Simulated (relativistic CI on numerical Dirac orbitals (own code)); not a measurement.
Charge states of tellurium

Calculated at this level of theory: Dirac-Coulomb-Breit CI, KLI orbitals optimised for each configuration, QED by a radiative potential, valence Slater integrals scaled by 0.9 (own radial code, finite nucleus).

Each species is treated in one configuration, given outside its closed core. Radial values are for the open shell of highest l, unscaled and averaged over j; ζ includes the Breit term. Labels give the leading LS character, summed over repeated terms.

```tsv
Ion	Configuration	Its lowest level	LS weight (%)	ζ (cm⁻¹)	F² (cm⁻¹)	F⁴ (cm⁻¹)	Next level	E (cm⁻¹)
Te	4d10 5s2 5p4	3P_2	94	4089	38710		3P_1	4737.2
Te+	4d10 5s2 5p3	4S°_3/2	95	4751	42180		2D°_3/2	12501
Te2+	4d10 5s2 5p2	3P_0	95	5439	45060		3P_1	4519.8
Te3+	4d10 5s2 5p	2P°_1/2	100	6150			2P°_3/2	9240.1
Te4+	4d10 5s2	1S_0	100					
Te5+	4d10 5s	2S_1/2	100					
Te6+	4d10	1S_0	100					
Te7+	4d9	2D_5/2	100	4825			2D_3/2	12074
Te8+	4d8	3F_4	98	5074	112400	75180	3F_3	10889
Te9+	4d7	4F_9/2	91	5328	115000	77110	4F_7/2	9810.5
Te10+	4d6	5D_4	91	5587	117500	78950	5D_3	7184
Te11+	4d5	6S_5/2	93	5850	119900	80730	J = 5/2 (mixed)	36746
Te12+	4d4	5D_0	77	6118	122200	82440	5D_1	4803.5
Te13+	4d3	4F_3/2	89	6391	124400	84090	4F_5/2	8074.9
Te14+	4d2	3F_2	91	6668	126600	85690	3F_3	13219
Te15+	4d	2D_3/2	100	6950			2D_5/2	17427
Te16+	3d10 4s2 4p6	1S_0	100					
Te17+	3d10 4s2 4p5	2P°_3/2	100	67090			2P°_1/2	100790
Te18+	3d10 4s2 4p4	3P_2	78	69000	144000		3P_0	35981
Te19+	3d10 4s2 4p3	J = 3/2 (mixed)	46	70930	145500		2D°_3/2	85060
Te20+	3d10 4s2 4p2	3P_0	80	72870	146900		3P_1	88437
Te21+	3d10 4s2 4p	2P°_1/2	100	74840			2P°_3/2	112450
Te22+	3d10 4s2	1S_0	100					
Te23+	3d10 4s	2S_1/2	100
```

With one configuration, terms of near-neutral atoms and ions can be 10 to 25 % off, and close levels can change places.

At low charge ζ of a weakly bound d or f electron comes out too small.
